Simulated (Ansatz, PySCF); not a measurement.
Si(H)(Cl)(Et)(NH2) (C2H8ClNSi), SMILES CC[SiH](N)Cl. Atoms are numbered in the order given.

```xyz
13

Si     0.0882    -0.3276     0.2880
N      0.8312    -1.5011    -0.7327
Cl     1.3911     1.2103     0.9044
C     -1.3182     0.4993    -0.6356
C     -2.4141    -0.4701    -1.0981
H     -0.3350    -1.0272     1.5279
H      1.4854    -2.1702    -0.3364
H      1.1248    -1.2320    -1.6681
H     -0.8766     1.0338    -1.4963
H     -1.7324     1.2874     0.0166
H     -3.2061     0.0510    -1.6596
H     -2.0012    -1.2587    -1.7463
H     -2.8934    -0.9726    -0.2420
```

Geometry: B3LYP-D3(BJ)/def2-SVP. The values are those of a single conformer.

Two levels are set side by side: PBE-D3(BJ)/def2-SVP (Ansatz, an electronic-structure program) and B3LYP-D3(BJ)/def2-SVP (Ansatz). Each level has its own optimised geometry; the coordinates shown are those of the second. Frequencies come from the Hessian of PySCF at each geometry. Differences are taken from unrounded values.

```json
[
 {"quantity": "mean bond length (Å)", "B3LYP-D3(BJ)": "1.356"},
 {"quantity": "bond Si1–N2 (Å)", "B3LYP-D3(BJ)": "1.724"},
 {"quantity": "bond Si1–Cl3 (Å)", "B3LYP-D3(BJ)": "2.108"},
 {"quantity": "bond Si1–C4 (Å)", "B3LYP-D3(BJ)": "1.875"},
 {"quantity": "bond C4–C5 (Å)", "B3LYP-D3(BJ)": "1.534"},
 {"quantity": "bond Si1–H6 (Å)", "B3LYP-D3(BJ)": "1.485"},
 {"quantity": "bond N2–H7 (Å)", "B3LYP-D3(BJ)": "1.016"},
 {"quantity": "bond N2–H8 (Å)", "B3LYP-D3(BJ)": "1.017"},
 {"quantity": "bond C4–H9 (Å)", "B3LYP-D3(BJ)": "1.105"},
 {"quantity": "bond C4–H10 (Å)", "B3LYP-D3(BJ)": "1.104"},
 {"quantity": "bond C5–H11 (Å)", "B3LYP-D3(BJ)": "1.102"},
 {"quantity": "bond C5–H12 (Å)", "B3LYP-D3(BJ)": "1.101"},
 {"quantity": "bond C5–H13 (Å)", "B3LYP-D3(BJ)": "1.102"},
 {"quantity": "highest harmonic wavenumber (cm⁻¹)", "B3LYP-D3(BJ)": "3648"},
 {"quantity": "mean harmonic wavenumber (cm⁻¹)", "B3LYP-D3(BJ)": "1357"},
 {"quantity": "zero-point energy (kcal/mol)", "B3LYP-D3(BJ)": "64.02"}
]
```

Q: What does PBE-D3(BJ) give, and how far is it from B3LYP-D3(BJ)? (The exact figures need the calculation; the answer reports its results.)

A: 
```csv
quantity,PBE-D3(BJ),PBE-D3(BJ) minus B3LYP-D3(BJ)
mean bond length (Å),1.364,0.008
bond Si1–N2 (Å),1.735,0.011
bond Si1–Cl3 (Å),2.113,0.005
bond Si1–C4 (Å),1.882,0.007
bond C4–C5 (Å),1.535,0.000
bond Si1–H6 (Å),1.500,0.014
bond N2–H7 (Å),1.024,0.008
bond N2–H8 (Å),1.024,0.008
bond C4–H9 (Å),1.113,0.008
bond C4–H10 (Å),1.111,0.008
bond C5–H11 (Å),1.109,0.007
bond C5–H12 (Å),1.109,0.008
bond C5–H13 (Å),1.110,0.007
highest harmonic wavenumber (cm⁻¹),3572,-76
mean harmonic wavenumber (cm⁻¹),1323,-34
zero-point energy (kcal/mol),62.43,-1.59
```

GGA bonds tend to be longer and softer than those of functionals with exact exchange. Differences between two approximate levels are no errors against the true value.
